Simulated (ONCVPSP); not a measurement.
# Logarithmic derivatives: xenon, ONCV

Xe, optimised norm-conserving Vanderbilt (ONCV), made with ONCVPSP 4.0.1 (BLYP, scalar-relativistic). Core [Ar] 3d10, reference 4s2 4p6 4d10 5s2 5p6. Waves: 4s+5s: rc 1.25 bohr, ncon 4, nbas 7, qcut 8.7 1/bohr, 2 projectors; 4p+5p: rc 1.20 bohr, ncon 4, nbas 9, qcut 10.1 1/bohr, 3 projectors, debl 3 Ha; 4d: rc 0.95 bohr, ncon 4, nbas 7, qcut 11.8 1/bohr, 2 projectors, debl 3.3 Ha. Local part: polynomial inside 0.95 bohr (lpopt 5, dvloc0 0 Ha). Core correction: Teter function, fcfact 2.5, rcfact 1.75.

The phase is arctan(r·R′/R) of the radial function R(r), unwrapped; energies in Ha, scanned from -9 to 5 Ha. A pole is an energy at which the radial function vanishes at the test radius. The pseudo phase is shifted by a multiple of π to meet the all-electron one at the reference energy, and phase errors are pseudo minus all-electron; the curves can meet again beyond the range given. Levels narrower than the energy grid can be missing from the lists of poles.

```json
{"channel": "s", "radius (bohr)": "1.27", "reference energy (Ha)": "-0.72", "poles, all-electron": "-6.75", "poles, pseudo": "-6.75", "unbroken range about the reference energy with phases within 0.05 rad": "the whole range", "phase error 1 Ha above the reference energy (rad)": "-0.001"}
{"channel": "p", "radius (bohr)": "1.22", "reference energy (Ha)": "-0.30", "poles, all-electron": "-4.21", "poles, pseudo": "-4.21", "unbroken range about the reference energy with phases within 0.05 rad": "the whole range", "phase error 1 Ha above the reference energy (rad)": "+0.000"}
{"channel": "d", "radius (bohr)": "0.96", "reference energy (Ha)": "-2.17", "poles, all-electron": "2.48", "poles, pseudo": "2.48", "unbroken range about the reference energy with phases within 0.05 rad": "the whole range", "phase error 1 Ha above the reference energy (rad)": "+0.000"}
```

Phases in the p channel:

| E (Ha) | all-electron | pseudo |
| --- | --- | --- |
| -8.96 | 1.183 | 1.183 |
| -8.24 | 1.108 | 1.108 |
| -7.52 | 0.965 | 0.965 |
| -6.80 | 0.599 | 0.599 |
| -6.08 | -0.466 | -0.466 |
| -5.36 | -1.238 | -1.238 |
| -4.64 | -1.491 | -1.491 |
| -3.92 | -1.611 | -1.611 |
| -3.20 | -1.689 | -1.689 |
| -2.48 | -1.753 | -1.753 |
| -1.76 | -1.814 | -1.814 |
| -1.04 | -1.881 | -1.881 |
| -0.32 | -1.965 | -1.965 |
| 0.40 | -2.081 | -2.081 |
| 1.12 | -2.261 | -2.261 |
| 1.84 | -2.566 | -2.566 |
| 2.56 | -3.062 | -3.062 |
| 3.28 | -3.616 | -3.616 |
| 4.00 | -3.996 | -3.995 |
| 4.72 | -4.215 | -4.215 |
